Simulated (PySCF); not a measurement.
A search over the determinants of NiS

Unrestricted PBE0; Ni x2c-TZVPPall, S x2c-TZVPPall; spin-free X2C with a Gaussian nucleus (PySCF 2.14). Outer shells of the fragments: Ni 3d8 4s2; S 3s2 3p4.

Followed along the bond (rough minima from three points):

```csv
2Ms+1,unpaired,⟨S²⟩ at the start,R at minimum (Å),Te (eV)
3,π ↑↑,2.02,1.95,0.00
3,"π ↑, δ ↑",2.01,2.03,0.21
3,"π ↑, δ ↑",2.01,2.04,0.30
1,π ↑↓,1.01,2.00,0.30
1,"π ↑, δ ↓",1.01,2.05,0.36
1,"π ↑, δ ↓",1.01,2.06,0.41
```

Solutions found at the starting distance of 2.040 Å, counted from the lowest of them; the search is not exhaustive and high or unbound solutions are not listed, so other states can lie among these:

| 2Ms+1 | unpaired | term | E (eV) | ⟨S²⟩ | ⟨Lz²⟩ | μ (D) |
| --- | --- | --- | --- | --- | --- | --- |
| 3 | π ↑↑ | mixed | 0.00 | 2.02 | 0.39 | -4.54 |
| 3 | π ↑, δ ↑ | mixed | 0.12 | 2.01 | 4.19 | -4.52 |
| 3 | π ↑, δ ↑ | mixed | 0.21 | 2.01 | 5.02 | -4.22 |
| 1 | π ↑↓ | mixed | 0.22 | 1.01 | 2.03 | -4.16 |
| 1 | π ↑, δ ↓ | mixed | 0.27 | 1.01 | 4.47 | -4.09 |
| 1 | π ↑, δ ↓ | mixed | 0.33 | 1.01 | 5.02 | -3.98 |
| 3 | σ ↑, π ↑ | mixed | 0.45 | 2.01 | 1.75 | -4.43 |
| 3 | π ↑↑ | mixed | 0.97 | 2.02 | 2.04 | -3.88 |
| 1 | none | mixed | 1.31 | 0.00 | 2.02 | -4.08 |
| 5 | σ ↑, π ↑↑, δ ↑ | ⁵Δ | 1.55 | 6.02 | 4.04 | 0.25 |

A term symbol is given only where ⟨S²⟩ and ⟨Lz²⟩ are close to those of a pure state; real π, δ and φ orbitals otherwise mix terms. A positive dipole means Ni(−)S(+).

Q: Compare the gap between the two lowest followed solutions at the starting distance with the gap between their minima.

A: At PBE0 the second solution (triplet, unpaired electrons π ↑, δ ↑) lies +0.12 eV from the first (triplet, unpaired electrons π ↑↑) at 2.040 Å and +0.21 eV at the minima; the two curves relax by different amounts, since their minima lie near 2.03 and 1.95 Å.

The state is the lowest single determinant that the PBE0 search found; with open d or f shells the true ground state can be another one.
